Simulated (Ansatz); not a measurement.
The cluster TaS₃⁻ was relaxed with PBE-D4 (def2-SVPD) in Ansatz in these states: charge -1 quintet, charge -1 singlet, charge -1 triplet. The geometries follow in no particular order.

In the def2 sets Ta takes a core potential; there is no spin–orbit coupling.

A:

```tsv
atom	x (Å)	y (Å)	z (Å)
Ta1	-0.013	-0.093	0.126
S2	-0.249	-1.774	-1.396
S3	2.078	0.658	0.638
S4	-1.816	1.209	0.631
```

B:

```xyz
4

Ta   -0.410   -0.288    0.167
S     1.411   -1.591    0.158
S    -0.140    1.432    1.573
S    -0.861    0.447   -1.898
```

C:

```
atom   x (Å)   y (Å)   z (Å)
 Ta1   0.387  -0.282  -0.701
  S2  -1.651  -0.875   0.466
  S3  -1.054   1.595  -0.185
  S4   2.318  -0.437   0.419
```

Judge from the bond lengths which geometry belongs to which state (an estimate).

A is the charge -1 triplet (Ta1–S3 2.280 Å, Ta1–S2 2.280 Å, Ta1–S4 2.280 Å); B is the charge -1 singlet (Ta1–S3 2.238 Å, Ta1–S2 2.238 Å, Ta1–S4 2.238 Å); C is the charge -1 quintet (Ta1–S3 2.422 Å, Ta1–S2 2.422 Å, Ta1–S4 2.237 Å).

At PBE-D4/def2-SVPD the highest occupied level of the charge -1 quintet lies above zero (up to 0.36 eV). The electron is either unbound and held by the finite basis, or the level is raised by self-interaction error. At PBE0-D4/def2-TZVPD a singlet lies 0.80 eV below the charge -1 triplet. At PBE0-D4/def2-TZVPD a singlet lies 3.71 eV below the charge -1 quintet. These are the stationary points nearest to one start from a short search; other shapes may lie lower in each state.
